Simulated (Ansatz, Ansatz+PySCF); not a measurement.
```xyz
6

B    -0.1431    0.5325    1.2725
C     0.0239   -0.0879   -0.2128
O     0.1448   -0.5001   -1.2280
H     0.4293    1.5975    1.1788
H    -1.3446    0.6092    1.4128
H     0.4060   -0.2824    1.9821
```

Basis set: def2-SVP (spherical functions). Frozen core: 3 orbitals. Charge 0, multiplicity 3.

Computed with Ansatz (development build ahead of 0.2.0); each method stands on the lowest determinant of its kind that the runs found.

**Question.** Give the atomization energy at this shape (free ground-state atoms in the same class of orbitals less the molecule, no zero-point energy) of triplet CH3BO by UHF-CCSD(T), UHF-MP2, UHF.

**Answer.**

| method | atomization energy |
| --- | --- |
| UHF-CCSD(T) | 16.38 eV |
| UHF-MP2 | 16.77 eV |
| UHF | 11.80 eV |

Caution: another spin multiplicity may lie lower.
